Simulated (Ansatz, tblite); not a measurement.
Cost and result up the ladder for Sn24OH40 (65 atoms). Charge 0, multiplicity 1. Geometry: PBE-D4/def2-SVP, loosely relaxed.

Cartesian coordinates in Å:
```
Sn 6.673 -0.313 -1.359
Sn 6.663 -5.172 -0.069
Sn 2.788 -2.944 -1.118
O 0.784 -0.433 -1.782
Sn 2.383 -2.087 1.561
Sn 5.005 -1.646 2.606
Sn -2.643 -1.755 -1.772
Sn -3.674 3.167 -1.953
Sn -4.764 0.541 1.695
Sn -0.675 1.588 0.856
Sn -8.034 2.841 -0.629
Sn -4.502 5.147 2.230
Sn 4.415 -1.292 -2.726
Sn -0.554 -0.796 -3.473
Sn -6.336 2.991 -2.865
Sn 3.941 -5.485 -0.674
Sn -1.006 -2.770 0.396
Sn -7.451 0.522 0.849
Sn 6.064 0.579 1.238
Sn 6.914 -3.716 2.325
Sn 1.374 1.528 -1.093
Sn 0.776 -0.025 2.678
Sn -3.042 0.804 -0.538
Sn -3.297 5.420 -0.300
Sn -4.114 2.644 3.451
H 7.431 0.908 -2.337
H 7.799 -1.630 -1.231
H 7.453 -6.711 0.091
H 7.437 -4.327 -1.372
H 1.271 -3.247 -1.930
H 0.421 -0.974 -1.022
H 1.772 -3.520 2.359
H 4.922 -1.243 4.303
H -3.995 -1.874 -2.890
H -2.587 3.287 -3.315
H -4.395 -0.975 2.469
H -0.701 3.248 1.403
H -9.702 2.874 -1.107
H -7.754 4.235 0.365
H -6.210 5.401 2.045
H -3.911 6.409 3.270
H 4.910 -2.237 -4.101
H 3.470 0.028 -3.354
H 0.540 -1.769 -4.424
H -0.425 0.826 -4.114
H -6.511 1.552 -3.822
H -6.740 4.340 -3.882
H 3.685 -6.520 -2.047
H 3.137 -6.215 0.682
H -1.042 -4.500 -0.021
H -2.408 -2.736 1.508
H -7.677 -0.856 -0.185
H -8.541 0.343 2.189
H 7.508 1.207 1.974
H 4.933 1.896 1.144
H 8.510 -3.025 2.428
H 6.748 -4.824 3.654
H 3.016 1.153 -0.626
H 1.425 2.310 -2.644
H 1.793 1.056 3.599
H -0.320 -0.787 3.789
H -1.593 5.684 -0.096
H -3.938 6.835 -1.080
H -2.427 2.469 3.844
H -4.993 2.570 4.948
```

Ansatz on 11 threads of AMD EPYC 7R13 on a shared host and a whole NVIDIA H100 80GB HBM3; xTB runs through tblite on one thread. Times are rough, summed over both states, and most runs start from the orbitals of an earlier one. PBE0-D4/def2-TZVP serves as the yardstick here, not as an exact answer. Differences are given only for rows in sets of like size (and for xTB, whose basis is part of the method), since another set adds its own error. The other state is a triplet at its own geometry, which has other bonds, so the gap mixes isomer and spin.

In the def2 sets Sn takes a core potential; there is no spin–orbit coupling. The xTB rows come from tblite. Correlated methods freeze 97 core orbitals; core or outer-core shells of Sn are correlated, in sets that lack core-valence functions. The rows differ in basis, and correlated rows in double-zeta sets carry the largest basis error. Single mean-field runs in def2-TZVP are fitted with def2-universal-jkfit.

Correlated methods converge slowly with the basis, most of all in double-zeta sets.

xTB has no spin-polarisation term.

```csv
level,functions,triplet − singlet (eV),difference from PBE0-D4/def2-TZVP (eV),remarks
r2SCAN-D4/def2-TZVP,1471,1.01,-0.15,loose geometry (singlet)
GFN2-xTB,260,1.08,-0.07,loose geometry (singlet)
LDA (SPW92)/def2-TZVP (with forces),1471,1.12,-0.03,loose geometry (singlet)
PBE-D4/def2-TZVP,1471,1.05,-0.10,loose geometry (singlet)
GFN1-xTB,300,1.12,-0.03,loose geometry (singlet)
PBE0-D4/def2-TZVP (with forces),1471,1.15,0.00,loose geometry (singlet)
MP2/def2-SVP,838,1.31,–,loose geometry (singlet)
```

(1) Estimate how long each takes.

## Answers

(1) GFN1-xTB 1.2 s; GFN2-xTB 2.7 s; PBE-D4/def2-TZVP 21 s; LDA (SPW92)/def2-TZVP (with forces) 22 s; r2SCAN-D4/def2-TZVP 25 s; PBE0-D4/def2-TZVP (with forces) 48 s; MP2/def2-SVP 52 s. On shared hardware such times vary by a factor of up to 3.
